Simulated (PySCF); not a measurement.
# Field gradients at the hydrogen positions

C₅H₁₃FSSi.
Structure used (GFN2-xTB), in Å, numbered top down from 1:
```xyz
21
C5H13FSSi angstrom
C      2.8737    0.5497    0.1906
C      2.2001   -0.8088    0.2270
S      1.1528   -1.1443   -1.2312
C     -0.1566    0.1207   -1.0589
C     -1.1161   -0.1355    0.0962
C     -1.9176   -1.4127   -0.1439
Si    -2.2380    1.3811    0.3699
F     -1.2508    2.6486    0.5357
H      2.1470    1.3541    0.2849
H      3.5774    0.6323    1.0169
H      3.4160    0.6768   -0.7436
H      2.9406   -1.6080    0.2021
H      1.5883   -0.9284    1.1217
H     -0.6829    0.0861   -2.0127
H      0.3390    1.0862   -0.9691
H     -0.5189   -0.2820    1.0051
H     -2.5416   -1.6452    0.7158
H     -1.2460   -2.2512   -0.3227
H     -2.5610   -1.3036   -1.0146
H     -3.0512    1.6955   -0.7939
H     -2.9631    1.3055    1.6278
```

Level: PBE0/pcSseg-1 (PySCF, non-relativistic); Q(2H) = 0.00286 b; rigid geometry, the same for H and D, with no vibrational averaging.

Question: Rank these positions by the coupling χzz of a deuteron there, largest first.
A. H16 (methine hydrogen)
B. H20 (Si–H hydrogen)
C. H12 (methylene hydrogen)
D. H17 (methyl hydrogen)

Answer: D (212 kHz), C (206 kHz), A (200 kHz), B (111 kHz).

What are Vzz, η and χzz (234.96 MHz × Q × Vzz) at all hydrogens?

```tsv
atom	bonded to	bond length (Å)	Vzz (au)	η	χzz (kHz)
H9	C1	1.088	0.3122	0.03	210
H10	C1	1.089	0.3141	0.02	211
H11	C1	1.088	0.3125	0.02	210
H12	C2	1.090	0.3062	0.04	206
H13	C2	1.090	0.3066	0.02	206
H14	C4	1.090	0.3061	0.04	206
H15	C4	1.089	0.3048	0.03	205
H16	C5	1.097	0.2980	0.03	200
H17	C6	1.087	0.3162	0.02	212
H18	C6	1.089	0.3056	0.01	205
H19	C6	1.088	0.3136	0.03	211
H20	Si7	1.454	0.1656	0.01	111
H21	Si7	1.454	0.1657	0.02	111
```

Average by the element that carries the hydrogen.

on C: 207 kHz over 11 positions, mean bond length 1.090 Å; on Si: 111 kHz over 2 positions, mean bond length 1.454 Å.

How does χzz go with the bond length over the 11 C–H bonds?

A straight-line fit has a slope of -11.1 kHz for each 0.01 Å, with a correlation coefficient of -0.83, over lengths from 1.087 to 1.097 Å. The longer bonds have the smaller couplings here.

A static deuteron (I = 1) shows a doublet split by (3/2)χ, (3/4)χ(1 + η) and (3/4)χ(1 − η) with the field along z, y and x of the gradient. What are these for H13?

With |χ| = 206.1 kHz and η = 0.020: 309, 158 and 151 kHz, to first order and without motion.

Geometry: GFN2-xTB, one conformer, isolated molecule. GFN2-xTB bond lengths can be off by several hundredths of an ångström, more for odd bonds, and the gradients follow them. The small basis limits the accuracy of the gradients.
